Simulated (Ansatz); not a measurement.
Computed with Ansatz on PBE0-D4/def2-TZVP structures; ΔE is electronic, products minus reactants. CCSD(T)/CBS is the MP2 limit (def2-TZVPP, def2-QZVPP) plus CCSD(T) − MP2 in def2-TZVPP, frozen cores. This one scheme is used for every species. Functionals use def2-TZVPP. B3LYP here is the variant with VWN-RPA as its local correlation; programs differ in this. HSE06 is defined as in plane-wave codes. Each species was taken in one conformer, which may not be the lowest.

`[CH3][Al]([F])[F]` + H₂O → `[OH][Al]([F])[F]` + CH₄  (formal hydrolysis of the Al–C bond)

Question: Is it downhill or uphill in electronic energy at CCSD(T)/CBS, and by how much? (Estimate.)

Answer: The calculation gave: Downhill: ΔE = -30.0 kcal/mol.

Question: What do these levels give: BLYP-D4, CAM-B3LYP-D4, ωB97M-V, revPBE, PBE0, B3LYP, HSE06, RPA@PBE/def2-TZVPP, MP2/def2-TZVPP, CCSD/def2-TZVPP, MP2/CBS(def2), CCSD/CBS(def2)? (An estimate is asked.)

Answer: Ansatz gave: BLYP-D4 -30.4, CAM-B3LYP-D4 -31.2, ωB97M-V -29.6, revPBE -28.1, PBE0 -28.6, B3LYP -31.1, HSE06 -28.6, RPA@PBE/def2-TZVPP -30.5, MP2/def2-TZVPP -31.6, CCSD/def2-TZVPP -31.2, MP2/CBS(def2) -30.8, CCSD/CBS(def2) -30.4 kcal/mol.

Question: What do rigid-rotor, harmonic-oscillator terms from PBE0-D4/def2-TZVP frequencies (298.15 K, 1 bar) make of the CCSD(T)/CBS value? (An estimate is asked.)

Answer: The calculation gave: ΔZPE = +1.0 kcal/mol, ΔH = -29.6 kcal/mol, ΔS = -32 J/(mol·K), ΔG = -27.3 kcal/mol. Modes under 50 cm⁻¹ make the entropy rough.

Largest T1 diagnostic among the species: 0.013.

From BLYP to BHLYP (50 % exact exchange), in def2-TZVPP and without D4, ΔE moves by −1.4 kcal/mol. In def2-TZVPP, CCSD(T) changes the Hartree–Fock value by +3.0 kcal/mol (the triples alone add +0.4 kcal/mol) and MP2 by +2.2 kcal/mol.
